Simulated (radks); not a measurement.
Spin polarisation of the 6p2 shell in Pb. Start: [Hg] 6p(up 1, down 1); electrons of 6p are moved from spin down to spin up, other shells keep equal spins. Calculated with a radial shooting solver on a logarithmic mesh with Libxc functionals: scalar-relativistic Kohn-Sham, LDA (Slater exchange, Perdew-Wang correlation), spin-polarised, spherical densities, finite nucleus; Fermi nuclear charge, rms radius of each element as measured or else 0.836 A^(1/3) + 0.57 fm.

moment (Bohr magnetons)	E - E(0) (eV)	e(6p up) (eV)	e(6p down) (eV)	6s down minus up (eV)	5d down minus up (eV)	5p down minus up (eV)
0	0.000	-3.706	-3.706	0.000	0.000	0.000
0.5	-0.030	-3.817	-3.579	0.208	0.049	0.014
1	-0.119	-3.913	-3.433	0.417	0.099	0.028
1.5	-0.270	-3.994	-3.265	0.629	0.148	0.042
2	-0.484	-4.058	-3.075	0.844	0.197	0.056

At moment 2 the spin-polarisation energy is -0.484 eV and the 6p exchange splitting 0.983 eV, that is 0.492 eV per Bohr magneton; E = -I m^2/4 would give I = 0.484 eV.
